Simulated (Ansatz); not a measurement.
Ansatz (a quantum-chemistry and plane-wave program) input (CCSD(T)/aug-cc-pV(D+d)Z):
A basis named .json is the Basis Set Exchange file of that set.

Ansatz 0.2 input:
```yaml
crystal:
  periodic: [false, false, false]
  atoms:
    - {symbol: O, position_ang: [1.13736079, -0.02253897, -0.15269099]}
    - {symbol: Si, position_ang: [-0.41275669, 0.00817956, 0.05541270]}
    - {symbol: H, position_ang: [-1.11644648, 1.35398731, -0.12016426]}
    - {symbol: H, position_ang: [-0.94388921, -0.41235085, 1.42590805]}
    - {symbol: H, position_ang: [-1.25995700, -0.87583855, -0.85999361]}
basis:
  gaussian:
    orbitals: aug-cc-pV_D+d_Z.json
total_charge: -1
magnetization: {spin_polarized: false}
correlation: {method: ccsd_t, electrons: outside_noble_gas}
output: {forces: true}
```

Output:

```
Functional definition: HF
integrals: 0.07 GiB planned
816 factors; integrals over basis functions are off by at most 5.0e-4 eV
mean field: 0.18 GiB planned
mean field evaluation 1: about -9946.9372 eV, gradient 1.8e1 eV
mean field evaluation 2: about -9946.9384 eV, gradient 1.8e1 eV
mean field evaluation 4: about -9947.9749 eV, gradient 3.3e0 eV
mean field evaluation 8: about -9948.0075 eV, gradient 4.5e-4 eV
mean field evaluation 16: about -9948.0051 eV, gradient 5.8e-1 eV
mean field -9948.00754113 eV, -365.5825341347 hartree, gradient 7.5e-7 eV, S^2 0.000000; 0 other end points of the search recorded, 0 dependent functions left out
6 core orbitals not correlated
reference -9948.00754113 eV, -365.5825341347 hartree; 7, 7 occupied and 69, 69 virtual orbitals, 816 factors
densities: 0.30 GiB planned
second order -9.12133648 eV of doubles, -0.00000000 eV of singles
coupled cluster: 0.22 GiB planned
cycle   1  -9.26545997 eV  change   -1.4e-1 eV  update   1.1e-1
cycle   2  -9.57834403 eV  change   -3.1e-1 eV  update   3.7e-2
cycle   3  -9.68816141 eV  change   -1.1e-1 eV  update   1.9e-2
cycle   4  -9.68727538 eV  change    8.9e-4 eV  update   4.8e-3
cycle   5  -9.68336412 eV  change    3.9e-3 eV  update   2.5e-3
cycle   6  -9.68402620 eV  change   -6.6e-4 eV  update   8.2e-4
cycle   7  -9.68425712 eV  change   -2.3e-4 eV  update   3.6e-4
cycle   8  -9.68415187 eV  change    1.1e-4 eV  update   1.7e-4
cycle   9  -9.68410371 eV  change    4.8e-5 eV  update   5.3e-5
cycle  10  -9.68414314 eV  change   -3.9e-5 eV  update   2.0e-5
cycle  11  -9.68412144 eV  change    2.2e-5 eV  update   8.4e-6
cycle  12  -9.68411796 eV  change    3.5e-6 eV  update   3.1e-6
perturbative correction -0.30801206 eV, -0.0113192344 hartree
the calculation of the forces begins
Total energy: -9957.99967114 eV, -365.9497381399 hartree
Atom 0 at     1.137361    -0.022539    -0.152691 Å, force     1.425607    -0.028251    -0.191388 eV/Å
Atom 1 at    -0.412757     0.008180     0.055413 Å, force    -1.385358     0.027454     0.185985 eV/Å
Atom 2 at    -1.116446     1.353987    -0.120164 Å, force    -0.013987     0.078817    -0.014047 eV/Å
Atom 3 at    -0.943889    -0.412351     1.425908 Å, force    -0.003812    -0.025344     0.077125 eV/Å
Atom 4 at    -1.259957    -0.875839    -0.859994 Å, force    -0.022450    -0.052676    -0.057675 eV/Å
Dipole moment:    -0.367763     0.007288     0.049372 e Å
```
